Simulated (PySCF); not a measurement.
# Tin: a sound run and one with changed settings

Sound run: Sn [Kr] 4d10 5s2 5p2, Sn⁺ [Kr] 4d10 5s2 5p1. Computed with PySCF 2.14 in aug-cc-pVDZ-PP with ECP28MDF (5s4p3d, 32 functions), with scalar relativity through the core potential. The sound run starts from symmetry-adapted Hartree-Fock orbitals and uses a fine grid where one is needed.

Changed run: 6 angular points. This setting is unsound on purpose.

| species | method | sound run (hartree) | changed run (hartree) | converged |
| --- | --- | --- | --- | --- |
| Sn | UHF | -213.33545 | -213.33545 | yes |
| Sn | r2SCAN | -214.32475 | -215.16001 | yes |
| Sn | PBE | -214.24381 | -214.82730 | yes |
| Sn⁺ | UHF | -213.08344 | -213.08344 | yes |
| Sn⁺ | r2SCAN | -214.05246 | -214.88551 | yes |
| Sn⁺ | PBE | -213.97683 | -214.55188 | yes |

Ionisation energy of Sn:

```csv
method,sound run (eV),changed run (eV)
UHF,6.858,6.858
PBE,7.265,7.495
```

A coarse angular grid integrates products of high-l functions wrongly, so density functionals can shift, and the SCF can exploit the error; Hartree-Fock and MP2 need no grid.

For comparison, NIST gives 7.344 eV between the lowest levels.
